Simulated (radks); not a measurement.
Results of a calculation; reference values are marked as such.
Question: Excited configurations of Cr I: one electron is placed in a higher orbital outside [Ar] 3d5. The ground configuration is [Ar] 3d5 4s1. Code: a radial shooting solver on a logarithmic mesh with Libxc functionals. Model: scalar-relativistic Kohn-Sham, LDA (Slater exchange, Perdew-Wang correlation), spin-unpolarised, spherical densities, point nucleus. Excitation = E - E(ground); binding = E(ion) - E, where the ion is the core of charge +1; n* = 1/sqrt(2 binding) in atomic units, and the quantum defect is n - n*.

outer orbital  excitation (eV)  binding (eV)     n*  quantum defect  eigenvalue (eV)  <r> (bohr)
4p                       3.200         3.932  1.860           2.140           -1.844       4.785
4d                       5.561         1.572  2.942           1.058           -0.725       10.39
5p                       5.391         1.742  2.795           2.205           -0.996       11.58
5d                       6.156         0.976  3.733           1.267           -0.558       19.69
5f                       6.505         0.628  4.654           0.346           -0.369       29.73
6s                       5.864         1.268  3.275           2.725           -0.792       17.26
6d                       6.477         0.656  4.555           1.445           -0.409       31.66
7s                       6.339         0.794  4.139           2.861           -0.517       28.18
7p                       6.469         0.663  4.529           2.471           -0.432       33.14
7d                       6.664         0.469  5.386           1.614           -0.307       46.28

Estimate the row for 6p.

Answer: excitation (eV) 6.123; binding (eV) 1.010; n* 3.670; quantum defect 2.330; eigenvalue (eV) -0.627; <r> (bohr) 21.01. The Delta-SCF ionisation energy is 7.133 eV (NIST Atomic Spectra Database: 6.767 eV, measured). Self-interaction in the functional shifts the binding energies and quantum defects, so they are the method's values and not measured ones. Spin polarisation and multiplet splitting are left out, so open shells lie too high by an amount that depends on their filling.

Beside tabulated values, note that spin-unpolarised runs miss the spin-polarisation part of the exchange energy of open shells.
